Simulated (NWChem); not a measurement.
Everything below was run with NWChem. System: C$_{2}$H$_{6}$Mg, charge 0, spin multiplicity 1, at a geometry optimised with PBE/def2-SVP. The structure started from a generated list of species. Level: G0W0@HF/def2-TZVP, RI basis def2-tzvp-rifit.

Input file:

```
start mol
memory heap 200 mb stack 700 mb global 1700 mb
geometry units angstroms nocenter noautoz
  Mg     0.000000     0.000000     0.000320
  C     -0.273803    -2.092299    -0.000142
  H      0.013337    -2.551499    -0.971225
  H     -1.333002    -2.374641     0.186460
  H      0.334171    -2.594567     0.783695
  C      0.273803     2.092299    -0.000142
  H      1.333002     2.374641     0.186460
  H     -0.334171     2.594567     0.783695
  H     -0.013337     2.551499    -0.971225
  symmetry group C2
end
basis spherical
  * library def2-tzvp
end
basis "ri basis" bse spherical
  * library def2-tzvp-rifit
end
dft
  xc hfexch
  iterations 100
  direct
  tolerances tight
end
task dft energy
gw
  states alpha occ 4 vir 2
end
task dft gw
```

NWChem printed:

```
             Northwest Computational Chemistry Package (NWChem) 7.3.0
             --------------------------------------------------------

                                NWChem Input Module
                                -------------------

 Scaling coordinates for geometry "geometry" by  1.889725989
 (inverse scale =  0.529177249)

 Turning off AUTOSYM since
 SYMMETRY directive was detected!

                             Geometry "geometry" -> ""
                             -------------------------

 Output coordinates in angstroms (scale by  1.889725989 to convert to a.u.)

  No.       Tag          Charge          X              Y              Z
 ---- ---------------- ---------- -------------- -------------- --------------
    1 Mg                  12.0000     0.00000000     0.00000000     0.00032000
    2 C                    6.0000    -0.27380300    -2.09229900    -0.00014200
    3 H                    1.0000     0.01333700    -2.55149900    -0.97122500
    4 H                    1.0000    -1.33300200    -2.37464100     0.18646000
    5 H                    1.0000     0.33417100    -2.59456700     0.78369500
    6 C                    6.0000     0.27380300     2.09229900    -0.00014200
    7 H                    1.0000     1.33300200     2.37464100     0.18646000
    8 H                    1.0000    -0.33417100     2.59456700     0.78369500
    9 H                    1.0000    -0.01333700     2.55149900    -0.97122500

 Effective nuclear repulsion energy (a.u.)      78.4090148780

            Nuclear Dipole moment (a.u.)
            ----------------------------
        X                 Y               Z
 ---------------- ---------------- ----------------
     0.0000000000     0.0000000000    -0.0000075589

      Symmetry information
      --------------------

 Group name             C2
 Group number              4
 Group order               2
 No. of unique centers     5

      Symmetry unique atoms

     1    2    3    4    5


 Summary of "ao basis" -> "" (spherical)
 ------------------------------------------------------------------------------
       Tag                 Description            Shells   Functions and Types
[...]
          -0.000000000000           0.000000000000         531.119450530959

     Multipole analysis of the density
     ---------------------------------

     L   x y z        total         alpha         beta         nuclear
     -   - - -        -----         -----         ----         -------
     0   0 0 0     -0.000000    -15.000000    -15.000000     30.000000

     1   1 0 0     -0.000000     -0.000000     -0.000000      0.000000
     1   0 1 0     -0.000000     -0.000000     -0.000000      0.000000
     1   0 0 1      0.000486      0.000247      0.000247     -0.000008

     2   2 0 0    -17.570111    -17.136172    -17.136172     16.702232
     2   1 1 0     -1.439173    -21.080400    -21.080400     40.721627
     2   1 0 1     -0.000000     -0.000000     -0.000000      0.000000
     2   0 2 0    -28.380452   -175.413551   -175.413551    322.446649
     2   0 1 1     -0.000000     -0.000000     -0.000000      0.000000
     2   0 0 2    -17.381127    -14.376497    -14.376497     11.371868

 Task  times  cpu:        7.7s     wall:        7.7s

                                NWChem Input Module
                                -------------------

                                 NWChem GW Module
                                 ----------------

                             ***********************
                             ***        GW       ***
                             ***********************

 Summary of "ri basis" -> "ri basis" (spherical)
 ------------------------------------------------------------------------------
       Tag                 Description            Shells   Functions and Types
 ---------------- ------------------------------  ------  ---------------------
 Mg                     def2-tzvp-rifit             28       92   10s8p6d4f
 C                      def2-tzvp-rifit             22       76   8s6p4d3f1g
 H                      def2-tzvp-rifit              7       15   4s2p1d

                 Memory Information
                 ------------------
          Available GA per process is          1699.9 MBs
          Available stack per process is        700.0 MBs
          Available heap per process is         199.9 MBs

          Peak memory in Initialization
              Peak GA per process is                  6.6 MBs
              Peak stack per process is               0.2 MBs
              Peak heap per process is                7.0 MBs
              Memory not in MA per process            0.0 MBs

          Peak memory in AFF Calculation
              Peak GA per process is                 32.7 MBs
              Peak stack per process is              22.7 MBs
              Peak heap per process is                0.0 MBs
              Memory not in MA per process           22.7 MBs

          Computing 2-center integrals
          Computing Inverse Cholesky factor
          Computing 3-center integrals
          Computing V_xc ...
          Computing Sigma_x
          Computing RPA polarizability
          Solving quasiparticle equations

                  Alpha Orbitals
          State     Energy (eV)     Error (eV)
          -----------------------------------
@GW        12        -13.301           0.003
@GW        13        -13.301           0.003
@GW        14        -10.359           0.002
@GW        15         -9.055           0.005
@GW        16          0.838           0.003
@GW        17          1.758           0.003

   Applying   0.1899 eV scissor-shift to rest of particle states

   Applying  -0.3814 eV scissor-shift to rest of hole states

     GW Timing Statistics
   ------------------------
   Init.   :          0.1s
     ERIs  :          1.3s
     Distr.:          0.0s
     Vxc   :          0.9s
   Sigma_x :          0.0s
   RPA     :          1.3s
   Wmn     :          0.0s
   Sigma_c :          0.0s
   GW total:          3.7s

 Task  times  cpu:        3.7s     wall:        3.7s

 Total times  cpu:       11.4s     wall:       11.4s
```
